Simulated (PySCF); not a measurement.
Harmonic spectrum computed at PBE0 in the def2-SVPD basis family (core potentials from Rb on, PySCF, no spin–orbit coupling):

```
ω (cm⁻¹)  IR (km/mol)
     149          1.8
     184         10.7
     291          0.0
     305         21.8
     329          1.6
     448          0.2
     464          421
     606          141
     642          103
```

Task: Which molecule gave it? In each, all ligands are bound to the one heavy central atom.
A. IF₄⁻ (singlet)
B. SbF₄⁻ (singlet)
C. GaF₄⁻ (singlet)
D. AsF₄⁻ (singlet)

Result: D. It has C2v symmetry with As–F 1.777 Å (×2), As–F 1.899 Å (×2).
